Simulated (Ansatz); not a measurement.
Reaction: SF2 (fluoro thiohypofluorite, SMILES FSF) → F (doublet) + SF (SMILES F[S], doublet) (the F-S bond breaks)
Each species at its own B3LYP-D3(BJ)/def2-TZVP minimum (Ansatz, a program for electronic structure).

Quantity: bond dissociation energy (electronic), in kcal/mol. Open shells are spin-unrestricted; no spin-orbit coupling. CBS(X,Y): correlation extrapolated as X^-3, Hartree-Fock from the larger set (Q,5: extrapolated as (X+1)exp(-9√X)). A bracket is a step between two methods taken in the basis named. Functionals run without relativity, which enters their misses. '+ core + X2C': CCSD(T) terms for core correlation (cc-pwCVTZ, 1s frozen past Ne) and scalar relativity (cc-pVTZ-DK).

CCSD(T)/CBS(cc-pV(Q+d)Z,cc-pV(5+d)Z) + [CCSDT(Q) - CCSD(T)]/cc-pV(T+d)Z + core + X2C (Ansatz) gives 92.0 kcal/mol.

### Question
What does PBE/def2-TZVPD (Ansatz) give here, and how do the other levels compare?

### Answer
PBE gives 96.8 kcal/mol, 4.8 kcal/mol above it. Differences of the others: r2SCAN/def2-TZVPD (Ansatz) -1.7; B3LYP/def2-TZVPD (Ansatz) -4.4; PBE0/def2-TZVPD (Ansatz) -3.5; wB97M-V/def2-TZVPD (Ansatz) 0.2; CCSD(T)/CBS(cc-pV(Q+d)Z,cc-pV(5+d)Z) + core + X2C (Ansatz) -0.1 kcal/mol. Nearer than PBE: r2SCAN/def2-TZVPD, B3LYP/def2-TZVPD, PBE0/def2-TZVPD, wB97M-V/def2-TZVPD, CCSD(T)/CBS(cc-pV(Q+d)Z,cc-pV(5+d)Z) + core + X2C.
